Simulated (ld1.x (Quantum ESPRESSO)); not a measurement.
**potassium (K): variants of one PAW potential**

Base potential:

K (Z = 19), PAW, made with ld1.x (Quantum ESPRESSO) 7.5 (PBEsol, scalar-relativistic). Core [Ne], reference 3s2 3p6 4s1 4p0. Waves: 3s (bound): rcut 1.70, rcutus 1.85 bohr; 4s (bound): rcut 1.70, rcutus 1.85 bohr; 3p (bound): rcut 2.15, rcutus 2.35 bohr; 4p (bound, empty): rcut 2.15, rcutus 2.35 bohr; 3d channel at 0.45 Ry: rcut 1.65, rcutus 2.25 bohr. Local part: all-electron potential smoothed inside 1.80 bohr (lloc = -1). Core correction: Bessel-smoothed model core, default radius (core density twice the valence density). Augmentation charge: PSQ, inside the norm-conserving radii.

Cutoffs, loose and tight: the cutoffs (Ry, on a coarse ladder) from which the occupation-weighted sum of valence levels, in a spherical-Bessel basis at the reference potential, stays within 10 and 1 mRy of its value at 400 Ry. They do not see the model core or the augmentation charge, which bear on the density cutoff. Test errors are all-electron minus pseudo excitation energies from the reference, over the configurations 3s2 3p6 4s0 4p0; 3s2 3p6 4s0.5 4p0; 3s2 3p6 4s0 4p1; 3s2 3p5 4s1 4p0; 3s1 3p6 4s1 4p0. A dash means not determined; rows that change the core or the reference have their own tests. The largest error is taken over the tests solved by every variant that gives reliable tests at all: 3s2 3p6 4s0 4p0; 3s2 3p6 4s0 4p1; 3s2 3p6 4s0.5 4p0.

Cutoffs are not given where the Bessel-basis levels miss the radial ones by over 6 mRy, ghosts where they miss by over 20 mRy; a channel whose overlap is not positive is not tested.

A file whose overlap is not positive is unfit for use, and its test errors describe a broken file.

```csv
change,outcome,bound ghosts,largest test error (meV)
base,"generated, overlap not positive",not determined (overlap not positive),+5.6
"wave 3d channel at 0.45 Ry: rcut 1.65, rcutus 2.25 bohr becomes 3d channel at 0.45 Ry: rcut 1.34, rcutus 1.42 bohr","generated, overlap not positive",not determined (overlap not positive),+5.6
"wave 3d channel at 0.45 Ry: rcut 1.65, rcutus 2.25 bohr becomes 3d channel at 0.45 Ry: rcut 1.62, rcutus 1.72 bohr","generated, overlap not positive",not determined (overlap not positive),+5.6
"wave 3d channel at 0.45 Ry: rcut 1.65, rcutus 2.25 bohr becomes 3d channel at 0.45 Ry: rcut 1.65, rcutus 1.90 bohr","generated, overlap not positive",not determined (overlap not positive),+5.6
"wave 3d channel at 0.45 Ry: rcut 1.65, rcutus 2.25 bohr becomes 3d channel at 0.45 Ry: rcut 1.65, rcutus 2.06 bohr","generated, overlap not positive",not determined (overlap not positive),+5.6
"wave 3d channel at 0.45 Ry: rcut 1.65, rcutus 2.25 bohr becomes 3d channel at 0.45 Ry: rcut 1.65, rcutus 2.30 bohr","generated, overlap not positive",not determined (overlap not positive),+5.6
"wave 3d channel at 0.45 Ry: rcut 1.65, rcutus 2.25 bohr becomes 3d channel at 0.45 Ry: rcut 1.65, rcutus 2.50 bohr","generated, overlap not positive",not determined (overlap not positive),+5.6
"wave 3d channel at 0.45 Ry: rcut 1.65, rcutus 2.25 bohr becomes 3d channel at 0.45 Ry: rcut 1.65, rcutus 2.80 bohr","generated, overlap not positive",not determined (overlap not positive),+5.6
"wave 3d channel at 0.45 Ry: rcut 1.65, rcutus 2.25 bohr becomes 3d channel at 0.45 Ry: rcut 1.65, rcutus 2.90 bohr","generated, overlap not positive",not determined (overlap not positive),+5.6
"wave 3d channel at 0.45 Ry: rcut 1.65, rcutus 2.25 bohr becomes 3d channel at 0.45 Ry: rcut 1.65, rcutus 3.20 bohr","generated, overlap not positive",not determined (overlap not positive),+5.6
"wave 3d channel at 0.45 Ry: rcut 1.65, rcutus 2.25 bohr becomes 3d channel at 0.45 Ry: rcut 1.65, rcutus 3.38 bohr","generated, overlap not positive",not determined (overlap not positive),+5.6
```
